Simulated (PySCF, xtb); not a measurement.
SnF3Br, SMILES [F][Sn]([F])([F])[Br].

Harmonic wavenumbers (cm⁻¹) from GFN2-xTB run with xtb at its own minimum, in rising order: 69, 69, 90, 90, 100, 184, 337, 409, 410.

**Question.** What does PBE-D3(BJ)/def2-SVP (PySCF) give at its own minimum? (An estimate is asked for; the answer gives what the named calculation found.)

**Answer.** 104, 104, 157, 157, 171, 270, 615, 644, 644. Paired by order, the mean absolute difference is 123 cm⁻¹ and the zero-point energies are 2.5 and 4.1 kcal/mol.
